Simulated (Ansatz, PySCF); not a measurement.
Process, species as SMILES: Cl[SiH]Cl -> Cl[SiH-]Cl (an electron is taken up)
Geometries: B3LYP-D3(BJ)/def2-TZVP minima from Ansatz (an electronic-structure program).

Property: adiabatic electron affinity (0 K, with B3LYP-D3(BJ) harmonic zero-point energies from PySCF), positive where the reaction releases energy, in eV. Valence correlation only, unless marked. Open shells are spin-unrestricted. No spin-orbit coupling. Non-relativistic. Anions need diffuse functions: aug- sets have them; def2-D sets add few; the other sets have none. CBS marks a two-point X^-3 extrapolation of the correlation energy; Hartree-Fock from the larger set. [CCSD(T)-MP2]/basis is that difference in the basis named.

```json
[
 {"level": "HF/6-31G", "program": "Ansatz", "adiabatic electron affinity (eV)": "2.60"},
 {"level": "HF/cc-pVTZ", "program": "Ansatz", "adiabatic electron affinity (eV)": "1.25"},
 {"level": "PBE0/6-31G*", "program": "Ansatz", "adiabatic electron affinity (eV)": "2.24"},
 {"level": "BHLYP-D4/def2-TZVPD", "program": "Ansatz + dftd4", "adiabatic electron affinity (eV)": "2.20"}
]
```

### Question
Estimate the value at RI-MP2/CBS(aug-cc-pV(T+d)Z,aug-cc-pV(Q+d)Z)+[CCSD(T)-MP2]/aug-cc-pV(T+d)Z as computed with Ansatz.

### Answer
2.39 eV
